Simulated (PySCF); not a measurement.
# BaO: frontier orbitals

PBE0 at R = 1.928 Å; basis Ba x2c-TZVPall, O x2c-TZVPall; spin-free X2C with a Gaussian nucleus; PySCF 2.14. State: ¹Σ⁺ (singlet), closed shell. Only the outer orbitals are listed, counted within each symmetry.

| orbital | occ. | ε (eV) | on Ba (%) | main shells (%) |
| --- | --- | --- | --- | --- |
| 11σ | 2 | -33.23 | 96 | 96 Ba s |
| 12σ | 2 | -22.89 | 32 | 66 O s, 28 Ba p |
| 6π | 2 | -17.52 | 99 | 99 Ba p |
| 6π | 2 | -17.52 | 99 | 99 Ba p |
| 13σ | 2 | -15.32 | 67 | 64 Ba p, 27 O s |
| 7π | 2 | -5.57 | 17 | 83 O p, 15 Ba d |
| 7π | 2 | -5.57 | 17 | 83 O p, 15 Ba d |
| 14σ | 2 | -4.80 | 34 | 65 O p, 20 Ba d, 11 Ba p |
| 15σ | 0 | -1.21 | 100 | 83 Ba s, 15 Ba p |
| 8π | 0 | 0.00 | 100 | 88 Ba p, 12 Ba d |
| 8π | 0 | 0.00 | 100 | 88 Ba p, 12 Ba d |

**Question.** Which are the highest filled and the lowest empty level, where do they sit, and how wide is the gap?

**Answer.** Highest filled 14σ at -4.80 eV (in %: 65 O p, 20 Ba d, 11 Ba p); lowest empty 15σ at -1.21 eV (in %: 83 Ba s, 15 Ba p); the gap at PBE0 is 3.59 eV.

```json
{
  "bond order (Mayer)": "1.83",
  "⟨S²⟩": "0.000",
  "charge on Ba (Mulliken, basis-dependent)": "0.76",
  "charge on Ba (Löwdin, basis-dependent)": "0.74",
  "dipole moment (positive dipole means Ba(−)O(+))": "-7.63 D",
  "polarisability along the bond": "72.1 bohr³",
  "polarisability across the bond": "26.6 bohr³"
}
```

Spin–orbit coupling is left out.
